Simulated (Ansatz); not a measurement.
Relaxation of H$_{5}$OSbSi (8 atoms, charge 0, multiplicity 1), to a largest force component of 0.015 eV/Å in at most 40 steps.

These are results of Ansatz, RKS PBE-D4/def2-SVP, not measurements.

```xyz
8
Properties=species:S:1:pos:R:3
Si -0.831 1.011 -0.392
O 0.473 0.274 0.209
Sb 1.419 -1.412 -0.166
H -1.998 0.126 -0.345
H -0.590 1.389 -1.788
H -0.943 2.156 0.502
H 2.232 -1.224 1.313
H 0.238 -2.320 0.668
```

**Question.** Where does it end, and by what steps?

**Answer.** The run converged. After 12 steps the energy has fallen by 0.263 eV; H6 moved furthest, 0.34 Å.

| step | energy less start (eV) | largest force component (eV/Å) | accepted |
| --- | --- | --- | --- |
| 0 | 0.0000 | 1.167 | yes |
| 1 | -0.2126 | 0.796 | yes |
| 2 | -0.2476 | 0.284 | yes |
| 3 | -0.2521 | 0.115 | yes |
| 4 | -0.2599 | 0.061 | yes |
| 5 | -0.2578 | 0.172 | no |
| 6 | -0.2610 | 0.022 | yes |
| 7 | -0.2620 | 0.028 | yes |
| 8 | -0.2622 | 0.026 | yes |
| 9 | -0.2625 | 0.029 | yes |
| 10 | -0.2627 | 0.021 | yes |
| 11 | -0.2627 | 0.019 | yes |
| 12 | -0.2628 | 0.013 | yes |

```xyz
8
Properties=species:S:1:pos:R:3
Si -0.850 1.049 -0.350
O 0.415 0.296 0.445
Sb 1.466 -1.333 -0.152
H -2.134 0.261 -0.237
H -0.563 1.236 -1.823
H -1.049 2.396 0.285
H 2.361 -1.388 1.338
H 0.354 -2.517 0.494
```

Whether the end is a true minimum wasn't checked by a vibrational analysis.

Time of the run: 48 s on 1 thread of Intel(R) Xeon(R) Processor @ 2.70GHz, on a shared host, peak memory 0.13 GiB.
